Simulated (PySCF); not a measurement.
## Excitation energy of Cd by level of theory

Cd [Kr] 4d10 5s2 (1S) → Cd [Kr] 4d9 5s2 6s1 (3D), as a difference of total energies. Computed with PySCF 2.14 in aug-cc-pVTZ-PP with one added diffuse shell each of s, p, d, f, g type with ECP28MDF (7s7p6d4f3g, 113 functions), with a scalar-relativistic core potential. Correlated levels: valence: 4s2 4p6 frozen. The calculations carry no spin-orbit coupling.

```json
{"method": "UHF", "excitation energy (eV)": "13.708"}
{"method": "LDA", "excitation energy (eV)": "15.058"}
{"method": "PBE", "excitation energy (eV)": "14.730"}
{"method": "PBE0", "excitation energy (eV)": "14.716"}
{"method": "r2SCAN", "excitation energy (eV)": "14.873"}
{"method": "wB97M-V", "excitation energy (eV)": "14.799"}
{"method": "CAM-B3LYP", "excitation energy (eV)": "14.757"}
{"method": "MP2 (valence)", "excitation energy (eV)": "15.423"}
{"method": "SCS-MP2 (valence)", "excitation energy (eV)": "15.240"}
```

Problem. How much does correlation contribute at MP2 (valence)?

Solution. 15.423 − (13.708) = 1.715 eV, measured against UHF.

The upper state lies above the first ionisation limit, where it may autoionise and the basis confines it. A Rydberg-like electron needs more diffuse functions than a valence basis has.

The promoted electron is Rydberg-like, and one or two diffuse shells describe it only roughly, which tends to raise the upper state.
